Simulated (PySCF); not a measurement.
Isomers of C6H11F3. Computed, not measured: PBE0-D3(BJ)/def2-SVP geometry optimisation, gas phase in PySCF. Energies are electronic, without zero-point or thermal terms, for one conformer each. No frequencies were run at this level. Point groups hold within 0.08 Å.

Task: Order them by energy at this level, lowest first, and give relative energies in kJ/mol.
A. `[CH3:1][C@@H:2]([CH2:3][F:4])[C@@H:5]([CH3:6])[CH:7]([F:8])[F:9]` with C1–C2–C3–F4 -178°, C1–C2–C5–C6 -50°, C2–C5–C7–F8 51°
B. `[CH3:1][C:2]([CH3:3])([CH2:4][F:5])[C@H:6]([F:7])[CH2:8][F:9]` with C1–C2–C4–F5 -179°, C1–C2–C6–F7 57°, C2–C6–C8–F9 -74°
C. `[CH3:1][CH:2]([CH3:3])[C@H:4]([CH3:5])[C:6]([F:7])([F:8])[F:9]` with C1–C2–C4–C5 -73°

Result: C (0.0), A (70.4), B (109.3).

As drawn, the lowest has two fluorines on one carbon, which the highest lacks; the highest has a quaternary carbon, which the lowest lacks.

```csv
SMILES,E (Eh),E rel (kJ/mol),dipole (D),point group,"A, B, C (MHz)"
CC(C)[C@H](C)C(F)(F)F,-533.87114,0.0,2.18,C1,"2373, 1135, 1078"
C[C@@H](CF)[C@@H](C)C(F)F,-533.84434,70.4,1.80,C1,"2126, 1055, 979.7"
CC(C)(CF)[C@H](F)CF,-533.82949,109.3,1.93,C1,"1953, 1173, 1092"
```

Task: How do the relative energies change in single points at PBE0/pcSseg-1 (no added dispersion term) on the same geometries?

Result: 
```tsv
SMILES	PBE0-D3(BJ)/def2-SVP (kJ/mol)	PBE0/pcSseg-1 (kJ/mol)	shift
CC(C)[C@H](C)C(F)(F)F	0.0	0.0	0.0
C[C@@H](CF)[C@@H](C)C(F)F	70.4	62.3	-8.1
CC(C)(CF)[C@H](F)CF	109.3	97.4	-11.9
```

Each column counts from its own lowest isomer. The order is unchanged; the largest shift is 11.9 kJ/mol.
